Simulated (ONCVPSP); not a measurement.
What the settings do to the ONCV potential of Pt

Base potential:

```
Element                 : Pt (Z = 78)
Generator               : ONCVPSP 4.0.1
Type                    : optimised norm-conserving Vanderbilt (ONCV)
Functional              : PBE
Relativity              : scalar-relativistic
Frozen core             : [Kr] 4d10 4f14
Valence charge          : 18
Reference configuration : 5s2 5p6 5d9 6s0.5 6p0.5
Partial waves           : 5s+6s: rc 1.45 bohr, ncon 3, nbas 7, qcut 8.6 1/bohr, 3 projectors, debl 3.6 Ha; 5p+6p: rc 2.15 bohr, ncon 3, nbas 8, qcut 6.9 1/bohr, 2 projectors; 5d: rc 1.35 bohr, ncon 3, nbas 8, qcut 7.8 1/bohr, 2 projectors, debl 3 Ha
Local potential         : polynomial inside 0.85 bohr (lpopt 2, dvloc0 6 Ha)
Core correction         : Teter function, fcfact 5.25, rcfact 1.75
```

Cutoffs, loose and tight: the cutoffs (Ha) at which the residual kinetic energy of the hardest occupied pseudo-wave falls to 1 and 0.1 mHa per electron. They do not see the model core or the augmentation charge, which bear on the density cutoff. Test errors are all-electron minus pseudo excitation energies from the reference, over the configurations 5s2 5p6 5d9 6s1 6p0; 5s2 5p6 5d9 6s0 6p0; 5s2 5p6 5d8 6s0 6p0; 5s2 5p5 5d9 6s1 6p0. A dash means not determined; rows that change the core or the reference have their own tests. The largest error is taken over the tests solved by every variant that gives reliable tests at all: 5s2 5p5 5d9 6s1 6p0; 5s2 5p6 5d9 6s0 6p0; 5s2 5p6 5d9 6s1 6p0.

```csv
change,outcome,"cutoff, loose","cutoff, tight",bound ghosts,GHOST(+) flags above zero,largest test error (meV)
base,generated,27 Ha,31 Ha,none,s,-182
d: qcut 5.7,generated,27 Ha,82 Ha,none,s,-190
d: qcut 6.8,generated,27 Ha,31 Ha,none,s,-183
d: qcut 7.5,generated,27 Ha,31 Ha,none,s,-182
d: qcut 8.5,generated,27 Ha,31 Ha,none,s,-183
d: qcut 9.7,generated,27 Ha,32 Ha,none,s,-185
d: qcut 10.8,generated,27 Ha,39 Ha,none,s,-187
d: qcut 11.9,generated,30 Ha,43 Ha,none,s,-189
```

What comes out with this change to the base: d: qcut 4.7?

outcome: generated; cutoff, loose: 87 Ha; cutoff, tight: 156 Ha; bound ghosts: none; GHOST(+) flags above zero: s; largest test error (meV): -203.

Reading the sweep of the qcut of the d channel (base included, trends over the rows without a ghost): The loose cutoff is not monotonic: lowest 27 Ha at 5.7 1/bohr, highest 87 Ha at 4.7 1/bohr.
